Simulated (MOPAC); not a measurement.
MOPAC input (MNDO):

```
MNDO PRECISE GNORM=0.05 LET XYZ CHARGE=1 GEO-OK AUX(PRECISION=9) THREADS=1
ClZn

Zn   -0.00000000 1   -0.00000000 1   -0.74981373 1
Cl    0.00000000 1    0.00000000 1    1.32320071 1
```

**Question.** What heat of formation does the run end on?

**Answer.** 222.65 kcal/mol.
